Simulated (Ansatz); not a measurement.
Frontier orbitals of C3H10AlN, SMILES `CN(C)[CH2][AlH2]`.

Cartesian coordinates in Å:
```
C 0.989 -0.655 -0.822
N -0.087 0.262 -0.541
C 0.272 1.609 -0.916
C -0.514 0.178 0.843
Al -1.295 -1.544 1.387
H 1.895 -0.448 -0.219
H 1.268 -0.596 -1.877
H 0.673 -1.683 -0.621
H 1.127 1.998 -0.332
H -0.576 2.278 -0.756
H 0.539 1.646 -1.976
H 0.290 0.482 1.549
H -1.313 0.916 1.010
H -1.500 -2.747 0.371
H -1.766 -1.697 2.899
```

Charge 0, multiplicity 1. The geometry is a stationary point of PBE0-D4/def2-TZVP. It is one conformer, not always the lowest. Basis def2-TZVPP, Ansatz.

Orbital energies of one run (eV). Highest occupied ones, from the top: -4.69, -6.59, -6.98, -8.66, -8.71, -9.26, -9.39, -9.51, -11.06, -11.28, -11.43, -14.22, -16.92, -17.25. Empty: -1.99, -0.09, 0.76, 0.94, 1.42, 1.65.

(1) Which functional gave them?
A. BLYP
B. CAM-B3LYP
C. r2SCAN0
D. r2SCANh

Answers

(1) A. HOMO energies: BLYP -4.69, r2SCANh -5.51, CAM-B3LYP -7.46, r2SCAN0 -6.26 eV.
